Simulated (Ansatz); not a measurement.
CH$_{8}$B$_{2}$SSi at its PBE0-D4/def2-TZVP geometry, where that method's forces vanish. The species carries charge 0 and has multiplicity 1. The bonds changed during the relaxation, so this is another structure than the one it started from.

```tsv
atom	x (Å)	y (Å)	z (Å)
B1	-1.0592	0.3325	0.6063
Si2	-1.5547	0.8209	-1.2704
S3	0.4199	0.1133	-1.8311
B4	0.5259	-0.2078	-0.0236
C5	1.7802	-0.8214	0.6852
H6	-0.6261	-0.8678	0.4440
H7	-1.5365	0.3562	1.6980
H8	-2.6234	0.0417	-1.9504
H9	-1.7320	2.2582	-1.6088
H10	0.0870	0.9057	0.7172
H11	1.6510	-0.9354	1.7635
H12	2.6580	-0.1930	0.5089
H13	2.0101	-1.8033	0.2612
```

Q: For each bond, give half the difference of the two atoms' forces along it (eV/Å; positive pushes the atoms apart) under PBE-D4, r2SCAN-D4, B3LYP-D4, ωB97M-V in def2-TZVPP. (An estimate is asked.)

A: Ansatz gave: 
```
  bond  length (Å)  PBE-D4  r2SCAN-D4  B3LYP-D4  ωB97M-V
B1–Si2       2.002   -0.05       0.03      0.18     0.13
 B1–B4       1.789    0.04       0.11      0.11     0.13
 B1–H6       1.286    0.05       0.01     -0.03    -0.01
 B1–H7       1.192    0.06      -0.07     -0.17    -0.17
B1–H10       1.286    0.05       0.01     -0.03    -0.01
Si2–S3       2.171    0.20       0.09      0.25     0.08
Si2–H8       1.487    0.08      -0.02     -0.14    -0.14
Si2–H9       1.487    0.08      -0.02     -0.14    -0.14
 S3–B4       1.839    0.09       0.06      0.13     0.05
 B4–C5       1.566   -0.04      -0.03     -0.05     0.00
C5–H11       1.092    0.12      -0.01     -0.03    -0.06
C5–H12       1.094    0.12      -0.01     -0.04    -0.06
C5–H13       1.094    0.12      -0.01     -0.04    -0.06
```

B3LYP here is the variant with VWN-RPA as its local correlation; programs differ in this.
